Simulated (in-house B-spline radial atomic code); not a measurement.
Configurations of neutral dysprosium, with energies counted from [Xe] 4f10 6s2. Computed with an all-electron radial atomic-structure program (B-spline basis): scalar-relativistic (X2C) wB97X, spin-polarised, spherical fractional occupations, Fermi nucleus of rms radius 5.2218 fm. Shells without spins written out take the highest spin.

Caution: exact exchange at fractional occupations of open shells leaves self-interaction of up to several eV.

Occupations are held fixed; configurations that lie above the ionisation limit could autoionise.

```csv
configuration,E - E(ref) (eV),highest orbital,its <r> (bohr)
"[Xe] 4f(6 up, 4 down) 6s2",7.6399,4f down,0.9096
"[Xe] 4f(4 up, 5 down) 5d(1 up, 0 down) 6s2",18.377,5d up,3.336
[Kr] 4d10 4f10 5s2 5p5 6s2 7p1,31.618,7p up,15.16
"[Kr] 4d10 4f(5 up, 6 down) 5s2 5p(2 up, 3 down) 6s2",32.806,4f up,0.9525
```

(1) Order these further configurations by energy, lowest first.
A. [Xe] 4f10 5d1 6s1
B. [Xe] 4f9 6s2 6p1
C. [Kr] 4d9 4f11 5s2 5p6 6s2
D. [Xe] 4f(5 up, 5 down) 5d(0 up, 1 down) 6s(1 up, 0 down)

Results:

(1) B (2.8671 eV), A (4.6542 eV), D (14.685 eV), C (156.41 eV).
